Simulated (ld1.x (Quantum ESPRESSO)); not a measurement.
**Varying the TM semilocal potential for fluorine**

Base potential:

fluorine, norm-conserving Troullier–Martins (semilocal form), made with ld1.x (Quantum ESPRESSO) 7.5 (PBEsol, scalar-relativistic). Core [He], reference 2s2 2p3.5 (charge +1.5). Waves: 2p (bound): rc 0.90 bohr; 2s (bound): rc 0.75 bohr. Local part: the s channel. Core correction: Bessel-smoothed model core inside 0.40 bohr.

Cutoffs, loose and tight: the cutoffs (Ry, on a coarse ladder) from which the occupation-weighted sum of valence levels, in a spherical-Bessel basis at the reference potential, stays within 10 and 1 mRy of its value at 400 Ry. They do not see the model core or the augmentation charge, which bear on the density cutoff. Test errors are all-electron minus pseudo excitation energies from the reference, over the configurations 2s2 2p5; 2s2 2p4; 2s2 2p3; 2s2 2p2; 2s2 2p5.3; 2s1 2p6; 2s2 2p4.5. A dash means not determined; rows that change the core or the reference have their own tests.

A semilocal file is local in each channel, so a ghost entry of none says nothing of the separable form that plane-wave codes build from it.

| change | outcome | cutoff, loose | cutoff, tight | bound ghosts | largest test error (meV) |
| --- | --- | --- | --- | --- | --- |
| base | generated | 180 Ry | 260 Ry | none | +39 |
| all radii but the core radius scaled by about 0.78 (s 0.58, p 0.70 bohr) | generated | 230 Ry | over 300 Ry | none | +8.1 |
| all radii but the core radius scaled by about 1.03 (s 0.78, p 0.92 bohr) | generated | 160 Ry | 260 Ry | none | +48 |
| all radii but the core radius scaled by about 1.14 (s 0.86, p 1.02 bohr) | generated | 140 Ry | 230 Ry | none | +87 |
| all radii but the core radius scaled by about 1.25 (s 0.94, p 1.12 bohr) | generated | 120 Ry | 200 Ry | none | +129 |

**Question.** What comes out with this change to the base: all radii but the core radius scaled by about 1.38 (s 1.04, p 1.24 bohr)?

**Answer.** outcome: generated; cutoff, loose: 100 Ry; cutoff, tight: 160 Ry; bound ghosts: none; largest test error (meV): +209.

**Question.** What comes out with this change to the base: all radii but the core radius scaled by about 0.88 (s 0.66, p 0.80 bohr)?

**Answer.** outcome: generated; cutoff, loose: 200 Ry; cutoff, tight: 300 Ry; bound ghosts: none; largest test error (meV): +16.

Reading the sweep of the scale of all radii but the core radius (base = 1) (base included, trends over the rows without a ghost): The loose cutoff falls from 230 Ry at 0.78 to 100 Ry at 1.38. A larger radius leaves more room for a smooth pseudo-wave, so fewer plane waves are needed; a smaller one forces it to follow the all-electron wave where it bends sharply. The median size of the test errors (rows with all tests solved) rises from 1.8 meV at 0.78 to 10.9 meV at 1.38, with one reversal. More of the atom is replaced by a form fitted at one configuration, so other configurations suffer as the radius grows.
